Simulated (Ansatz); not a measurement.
Species: sum formula HBO₂Br (charge 0, doublet). It need not be the lowest isomer of its formula. 
Coordinates optimised at B3LYP-D3(BJ)/def2-TZVP (Ansatz, an electronic-structure program):
```xyz
5

O     -0.6876     1.7079     0.4230
B     -0.9156     0.4348     0.1587
O     -2.0490    -0.2895     0.0775
Br     0.8379    -0.3924    -0.1441
H     -2.8548     0.2145     0.2439
```
Charge 0, spin multiplicity 2.

Parts of the frozen-core correlation energy in aug-cc-pVTZ (Ansatz, hartree). Frozen orbitals: 17; correlated occupied orbitals by spin: 12 and 11; virtual: 191 and 192. UHF or UKS for open shells. No spin-orbit coupling. No relativistic terms.

| term | value |
|---|---|
| reference (HF) | -2747.62194 |
| MP2 opposite-spin | ___ |
| MP2 same-spin | ___ |
| CCSD correlation | -0.72126 |
| (T) | ___ |
| T1 diagnostic | 0.028 |
| largest doubles amplitude | 0.022 |
| <S^2> of the reference | 0.762 |

Problem. Complete the blanks.

Solution. 
- MP2 opposite-spin, value: -0.51549
- MP2 same-spin, value: -0.17608
- (T), value: -0.02993
